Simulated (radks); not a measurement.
The numbers below are computed, except where a source is named.
Neutral cobalt, 27 electrons, occupied as [Ar] 3d7 4s2.

Code: a radial shooting solver on a logarithmic mesh with Libxc functionals. Model: non-relativistic Kohn-Sham, r2SCAN, spin-polarised, spherical densities, point nucleus; open shells are filled with parallel spins first; meta-GGA in the generalised Kohn-Sham scheme.

Energy parts (eV):
part                      energy
total                 -37624.222
kinetic                37595.520
electron-nucleus      -89658.031
Hartree                16047.390
exchange-correlation   -1609.101

Orbitals (lengths in bohr, moments of r in powers of bohr; <r^-3> diverges for s and p1/2; r(max) is where P^2 peaks; r(90%) holds 90 % of the orbital's charge):
| orbital | occ. | eigenvalue (eV) | r(90%) | <r^-3> | r(max) |
|---|---|---|---|---|---|
| 1s up | 1 | -7540.679 | 0.101 | - | 0.03751 |
| 1s down | 1 | -7540.689 | 0.101 | - | 0.03751 |
| 2s up | 1 | -893.1370 | 0.400 | - | 0.2159 |
| 2s down | 1 | -891.0536 | 0.399 | - | 0.2157 |
| 2p up | 3 | -773.6379 | 0.370 | 527.4 | 0.1734 |
| 2p down | 3 | -772.0811 | 0.369 | 528.9 | 0.1732 |
| 3s up | 1 | -105.2520 | 1.17 | - | 0.6752 |
| 3s down | 1 | -100.9545 | 1.17 | - | 0.6764 |
| 3p up | 3 | -69.0401 | 1.26 | 66.00 | 0.6813 |
| 3p down | 3 | -64.7608 | 1.27 | 64.85 | 0.6832 |
| 3d up | 5 | -10.2973 | 1.80 | 6.058 | 0.6664 |
| 3d down | 2 | -6.4172 | 2.00 | 5.622 | 0.6755 |
| 4s up | 1 | -5.8235 | 4.37 | - | 2.322 |
| 4s down | 1 | -5.3062 | 4.64 | - | 2.440 |

The highest occupied level is 4s down at -5.306 eV. The electron density at the nucleus is 1.337e+04 e/bohr^3.
